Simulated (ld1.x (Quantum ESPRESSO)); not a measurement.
## Which change was made? (C, TM)

```json
{
  "Element": "C",
  "Generator": "ld1.x (Quantum ESPRESSO) 7.5",
  "Type": "norm-conserving Troullier–Martins (Kleinman–Bylander form)",
  "Functional": "PBEsol",
  "Relativity": "scalar-relativistic",
  "Frozen core": "[He]",
  "Valence charge": "4",
  "Reference configuration": "2s2 2p1 (charge +1)",
  "Partial waves": "2s (bound): rc 1.10 bohr; 2p (bound): rc 1.45 bohr; 3d channel at 0.3 Ry: rc 1.25 bohr",
  "Local potential": "all-electron potential smoothed inside 0.85 bohr (lloc = -2)",
  "Core correction": "Bessel-smoothed model core inside 1.10 bohr"
}
```

Cutoffs, loose and tight: the cutoffs (Ry, on a coarse ladder) from which the occupation-weighted sum of valence levels, in a spherical-Bessel basis at the reference potential, stays within 10 and 1 mRy of its value at 400 Ry. They do not see the model core or the augmentation charge, which bear on the density cutoff. Test errors are all-electron minus pseudo excitation energies from the reference, over the configurations 2s2 2p2; 2s2 2p0; 2s1 2p0; 2s1 2p2; 2s2 2p2.3; 2s1 2p3; 2s2 2p1.5; variants that change the core or the reference have their own tests.

The base gives: outcome: generated; cutoff, loose: 45 Ry; cutoff, tight: 100 Ry; bound ghosts: none; largest test error (meV): +147.

Problem. After one change the result is: outcome: generated; cutoff, loose: 40 Ry; cutoff, tight: 90 Ry; bound ghosts: none; largest test error (meV): +188. Which change was it?
A. wave 2p (bound): rc 1.45 bohr becomes 2p (bound): rc 1.68 bohr
B. wave 2p (bound): rc 1.45 bohr becomes 2p (bound): rc 0.94 bohr
C. wave 2p (bound): rc 1.45 bohr becomes 2p (bound): rc 1.26 bohr
D. wave 2p (bound): rc 1.45 bohr becomes 2p (bound): rc 1.88 bohr

Solution. A. The others give: wave 2p (bound): rc 1.45 bohr becomes 2p (bound): rc 1.88 bohr → outcome: generated; cutoff, loose: 40 Ry; cutoff, tight: 90 Ry; bound ghosts: none; largest test error (meV): +258 | wave 2p (bound): rc 1.45 bohr becomes 2p (bound): rc 1.26 bohr → outcome: generated; cutoff, loose: 55 Ry; cutoff, tight: 100 Ry; bound ghosts: none; largest test error (meV): +120 | wave 2p (bound): rc 1.45 bohr becomes 2p (bound): rc 0.94 bohr → outcome: generated; cutoff, loose: 80 Ry; cutoff, tight: 110 Ry; bound ghosts: none; largest test error (meV): +100.
